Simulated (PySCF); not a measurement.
H₄HfO₄ (SMILES [OH][Hf]([OH])([OH])[OH]), singlet, at a GFN2-xTB geometry (such geometries of metal compounds can be far from the true shape) (core potentials on Hf); DF-HF/def2-TZVP run with PySCF.

PySCF was given this input:
```python
from pyscf import gto, scf

mol = gto.Mole()
mol.atom = '''
    Hf   -0.00000000   -0.00000000   -0.00000000
    O     1.42884738   -0.77060683   -0.93378979
    H     2.25417404   -0.65634407   -0.44765731
    O     0.78412555    0.53252147    1.61523098
    H     0.50880094    1.42713568    1.84848332
    O    -0.87958961    1.54910633   -0.57792282
    H    -1.77118527    1.34091611   -0.88166429
    O    -1.33338332   -1.31102097   -0.10351836
    H    -0.99178970   -2.11170772   -0.51916172
'''
mol.basis = 'def2-tzvp'
mol.ecp = {'Hf': 'def2-tzvp'}
mol.verbose = 4
mol.max_memory = 1800
mol.build()

mf = scf.RHF(mol)
mf = mf.density_fit(auxbasis='def2-universal-jkfit')
mf.kernel()
```

Task: Write the output that PySCF gives for this input, abridged.

Result: 
```
PySCF version 2.14.0

[INPUT] verbose = 4
[INPUT] num. atoms = 9
[INPUT] num. electrons = 48
[INPUT] charge = 0
[INPUT] spin (= nelec alpha-beta = 2S) = 0
[INPUT] symmetry False subgroup None
[INPUT] Mole.unit = angstrom
[INPUT] Symbol           X                Y                Z      unit          X                Y                Z       unit  Magmom
[INPUT]  1 Hf     0.000000000000   0.000000000000   0.000000000000 AA    0.000000000000   0.000000000000   0.000000000000 Bohr   0.0
[INPUT]  2 O      1.428847380000  -0.770606830000  -0.933789790000 AA    2.700130222002  -1.456235858419  -1.764606961015 Bohr   0.0
[INPUT]  3 H      2.254174040000  -0.656344070000  -0.447657310000 AA    4.259771572704  -1.240310535782  -0.845949713560 Bohr   0.0
[INPUT]  4 O      0.784125550000   0.532521470000   1.615230980000 AA    1.481782536774   1.006319733751   3.052344180113 Bohr   0.0
[INPUT]  5 H      0.508800940000   1.427135680000   1.848483320000 AA    0.961494428521   2.696895577795   3.493127220627 Bohr   0.0
[INPUT]  6 O     -0.879589610000   1.549106330000  -0.577922820000 AA   -1.662183464913   2.927386701530  -1.092115850936 Bohr   0.0
[INPUT]  7 H     -1.771185270000   1.340916110000  -0.881664290000 AA   -3.347055076164   2.533964203917  -1.666104041909 Bohr   0.0
[INPUT]  8 O     -1.333383320000  -1.311020970000  -0.103518360000 AA   -2.519729293863  -2.477470576862  -0.195621349264 Bohr   0.0
[INPUT]  9 H     -0.991789700000  -2.111707720000  -0.519161720000 AA   -1.874210906165  -3.990549245930  -0.981073465158 Bohr   0.0

nuclear repulsion = 219.344937167489
number of shells = 74
number of NR pGTOs = 278
number of NR cGTOs = 188
basis = def2-tzvp
ecp = {'Hf': 'def2-tzvp'}

******** <class 'pyscf.df.df_jk.DFRHF'> ********
method = DFRHF
initial guess = minao
damping factor = 0
level_shift factor = 0
DIIS = <class 'pyscf.scf.diis.CDIIS'>
diis_start_cycle = 1
diis_space = 8
diis_damp = 0
SCF conv_tol = 1e-09
SCF conv_tol_grad = None
SCF max_cycles = 50
direct_scf = False
Set gradient conv threshold to 3.16228e-05
Initial guess from minao.
******** <class 'pyscf.df.df.DF'> ********
auxbasis = def2-universal-jkfit
init E= -329.299571467539
  HOMO = -0.621821597275182  LUMO = -0.178308387252724  gap/eV = 12.06861
cycle= 1 E= -349.38875600193  delta_E= -20.1  |g|= 1.29  |ddm|= 8.86
  HOMO = -0.373453461080147  LUMO = 0.0719697392083454  gap/eV = 12.12058
cycle= 2 E= -349.530622116945  delta_E= -0.142  |g|= 0.721  |ddm|= 0.884
  HOMO = -0.496366189376779  LUMO = 0.0594609881868351  gap/eV = 15.12483
cycle= 3 E= -349.611744249735  delta_E= -0.0811  |g|= 0.108  |ddm|= 0.375
  HOMO = -0.490375543517324  LUMO = 0.0586252814722314  gap/eV = 14.93907
cycle= 4 E= -349.613943047623  delta_E= -0.0022  |g|= 0.0158  |ddm|= 0.0658
  HOMO = -0.488930464927025  LUMO = 0.0595213386953404  gap/eV = 14.92413
cycle= 5 E= -349.614042509562  delta_E= -9.95e-05  |g|= 0.00485  |ddm|= 0.02
  HOMO = -0.489577585768052  LUMO = 0.0592754174412278  gap/eV = 14.93505
cycle= 6 E= -349.614055997888  delta_E= -1.35e-05  |g|= 0.000962  |ddm|= 0.00899
  HOMO = -0.489550234985363  LUMO = 0.0592882885136206  gap/eV = 14.93466
cycle= 7 E= -349.614056537279  delta_E= -5.39e-07  |g|= 0.000219  |ddm|= 0.0017
  HOMO = -0.489570285029734  LUMO = 0.059281886424781  gap/eV = 14.93503
cycle= 8 E= -349.614056571613  delta_E= -3.43e-08  |g|= 5.14e-05  |ddm|= 0.000452
  HOMO = -0.489571415376166  LUMO = 0.0592815167060294  gap/eV = 14.93505
cycle= 9 E= -349.614056573683  delta_E= -2.07e-09  |g|= 8.87e-06  |ddm|= 9.21e-05
  HOMO = -0.489571222506198  LUMO = 0.059281445766505  gap/eV = 14.93504
cycle= 10 E= -349.614056573744  delta_E= -6.13e-11  |g|= 1.65e-06  |ddm|= 2.04e-05
  HOMO = -0.489571157570308  LUMO = 0.0592814673359605  gap/eV = 14.93504
Extra cycle  E= -349.614056573745  delta_E= -1.25e-12  |g|= 7.29e-07  |ddm|= 2.43e-06
converged SCF energy = -349.614056573745
```
